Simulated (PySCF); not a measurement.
B₃H₅O.
SMILES: `O(B)BB`

Jobs on this species (9 atoms, 28 electrons) with PySCF (density fitting). Hardware of each: an Arm Neoverse V1 with one thread, on a shared host. Times come from a shared host and carry two figures at best. Peak memory is the resident size of the whole Python process, interpreter and libraries included.

```json
{"level and settings": "delta-SCF UKS SCAN, pcX-2 on the ionised atom, pcseg-1 elsewhere, spin-free X2C", "work": "ΔSCF core ionisation, 4 holes", "basis functions": "112", "SCF cycles": "?", "wall time": "?", "peak memory": "?"}
{"level and settings": "delta-SCF UKS SCAN, pcX-1 on the ionised atom, pcseg-1 elsewhere, spin-free X2C", "work": "ΔSCF core ionisation, 4 holes", "basis functions": "91", "SCF cycles": "?", "wall time": "?", "peak memory": "?"}
{"level and settings": "delta-SCF UKS SCAN, pcX-2 on the ionised atom, pcseg-1 elsewhere, non-relativistic", "work": "ΔSCF core ionisation, 4 holes", "basis functions": "112", "SCF cycles": "200", "wall time": "29 s", "peak memory": "0.42 GiB"}
{"level and settings": "PBE0-D3(BJ)/def2-SVP, grid level 1", "work": "geometry optimisation from a GFN2-xTB start shaken at random", "basis functions": "81", "SCF cycles": "37", "wall time": "9.9 s", "peak memory": "0.34 GiB"}
{"level and settings": "delta-SCF UKS SCAN, def2-TZVP on the ionised atom, pcseg-1 elsewhere, spin-free X2C", "work": "ΔSCF core ionisation, 4 holes", "basis functions": "98", "SCF cycles": "201", "wall time": "28 s", "peak memory": "0.42 GiB"}
{"level and settings": "delta-SCF UKS HF, pcX-2 on the ionised atom, pcseg-1 elsewhere, spin-free X2C", "work": "ΔSCF core ionisation, 4 holes", "basis functions": "112", "SCF cycles": "61", "wall time": "5.4 s", "peak memory": "0.42 GiB"}
{"level and settings": "delta-SCF UKS PBE, pcX-2 on the ionised atom, pcseg-1 elsewhere, spin-free X2C", "work": "ΔSCF core ionisation, 4 holes", "basis functions": "112", "SCF cycles": "200", "wall time": "16 s", "peak memory": "0.42 GiB"}
{"level and settings": "delta-SCF UKS PBE0, pcX-2 on the ionised atom, pcseg-1 elsewhere, spin-free X2C", "work": "ΔSCF core ionisation, 4 holes", "basis functions": "112", "SCF cycles": "63", "wall time": "12 s", "peak memory": "0.42 GiB"}
{"level and settings": "delta-SCF UKS B3LYP, pcX-2 on the ionised atom, pcseg-1 elsewhere, spin-free X2C", "work": "ΔSCF core ionisation, 4 holes", "basis functions": "112", "SCF cycles": "73", "wall time": "13 s", "peak memory": "0.42 GiB"}
```

Q: Fill in the missing figures.

A: 
- delta-SCF UKS SCAN, pcX-2 on the ionised atom, pcseg-1 elsewhere, spin-free X2C; ΔSCF core ionisation, 4 holes: 31 s, 0.36 GiB, 200 SCF cycles
- delta-SCF UKS SCAN, pcX-1 on the ionised atom, pcseg-1 elsewhere, spin-free X2C; ΔSCF core ionisation, 4 holes: 23 s, 0.42 GiB, 198 SCF cycles

Q: What do all jobs in the table cost together?

A: About 2.8 min; the longest takes about 19 % of that, and about 5.7 times as long as the shortest.
